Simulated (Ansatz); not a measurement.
Molecule: borotrithioic acid, sum formula BH3S3, net charge 0, singlet state. SMILES: SB(S)S
Structure (B3LYP-D3(BJ)/def2-TZVP (Ansatz, a quantum-chemistry and plane-wave program) minimum search):
```xyz
7

S      1.3678    -1.1528    -0.2197
B     -0.0061     0.0105    -0.0032
S     -1.2405    -0.3290     1.2730
S      0.0074     1.4315    -1.1243
H      1.0136    -2.0175     0.7458
H     -2.0310     0.7403     1.0851
H     -1.1078     2.0304    -0.6788
```

Property: vertical ionisation energy (to the doublet state of charge +1; each state is the SCF solution reached for its spin), in eV. Correlated levels leave the core frozen unless marked. Open shells are spin-unrestricted. Spin-orbit coupling is left out. No relativistic terms. Basis-set limits of correlation are two-point, X^-3; Hartree-Fock from the larger set. The bracket is a focal-point correction in the basis named.

```csv
level,program,vertical ionisation energy (eV)
SVWN5/def2-TZVPD,Ansatz,9.43
r2SCAN/def2-TZVPD,Ansatz,9.40
B2PLYP/def2-TZVPD,Ansatz,9.59
CCSD/aug-cc-pV(D+d)Z,Ansatz,…
"RI-MP2/CBS(aug-cc-pV(T+d)Z,aug-cc-pV(Q+d)Z)+[CCSD(T)-MP2]/aug-cc-pV(T+d)Z",Ansatz,…
```

**Question.** Some entries are withheld; supply them.

**Answer.** 
- CCSD/aug-cc-pV(D+d)Z, vertical ionisation energy (eV): 9.62
- RI-MP2/CBS(aug-cc-pV(T+d)Z,aug-cc-pV(Q+d)Z)+[CCSD(T)-MP2]/aug-cc-pV(T+d)Z, vertical ionisation energy (eV): 9.91
